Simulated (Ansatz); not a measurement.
This geometry of CH5InS (8 atoms, charge 0, multiplicity 1) is a first-order saddle point.

All numbers below come from Ansatz, RKS PBE-D4/def2-SVP.

```xyz
8
Properties=species:S:1:pos:R:3
In -0.101 -0.571 -0.374
H -0.449 0.720 -1.965
S -0.560 -1.997 -2.180
H -0.566 -0.258 -2.372
C 0.364 0.402 1.496
H -0.558 0.883 1.873
H 1.138 1.168 1.300
H 0.733 -0.347 2.221
```

Which two structures does it join? (They come from a converged band through this point; their orientation in space is the band's.)

Bonds broken: In1–H2, S3–H4. Bonds formed: H2–H4. CH5InS becomes CH3InS + H2.

Initial state:

```xyz
8
Properties=species:S:1:pos:R:3
In -0.146 0.314 -0.670
H -0.399 1.590 -1.828
S -0.404 -1.949 -1.555
H -0.701 -1.517 -2.812
C 0.353 0.377 1.442
H -0.522 0.750 2.011
H 1.201 1.069 1.609
H 0.618 -0.634 1.803
```

Final state:

```xyz
8
Properties=species:S:1:pos:R:3
In -0.060 -1.139 0.016
H -0.535 1.274 -2.684
S -0.502 -2.624 -1.582
H -0.573 0.505 -2.662
C 0.364 0.314 1.539
H -0.585 0.780 1.862
H 1.039 1.082 1.117
H 0.851 -0.191 2.394
```

How far does it lie above each of them?

169.1 kJ/mol above the first and 105.3 kJ/mol above the second. This is the barrier of this one path; another mechanism may lie lower. The orbitals stay closed-shell, which can raise the energy where a bond breaks towards radicals; this wasn't checked here.

Time of the run: 41 s on 2 threads of AMD EPYC 9R45 96-Core Processor (Zen 5), on a shared host, peak memory 0.14 GiB.
